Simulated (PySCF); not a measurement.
# How methods differ on the excitation energy of Mo⁺

Mo⁺ [Kr] 4d5 (6S) → Mo⁺ [Kr] 4d4 5s1, s spin flipped, as a difference of total energies. Calculation: PySCF 2.14, in aug-cc-pVTZ-DK; the spin-free X2C one-electron Hamiltonian (Gaussian nucleus). Correlated levels: valence: [Kr] frozen. The calculations carry no spin-orbit coupling.

| method | excitation energy (eV) |
| --- | --- |
| UHF | 2.702 |
| MP2 (valence) | 2.591 |
| SCS-MP2 (valence) | 1.997 |

Question: How much does correlation contribute at MP2 (valence)?

Answer: 2.591 − (2.702) = -0.111 eV, measured against UHF.

The upper determinant mixes two multiplicities, so it lies between the two terms.

The coupled-cluster amplitudes are large for the upper state (T1 above 0.03 or a double amplitude above 0.15), so a single reference is strained.
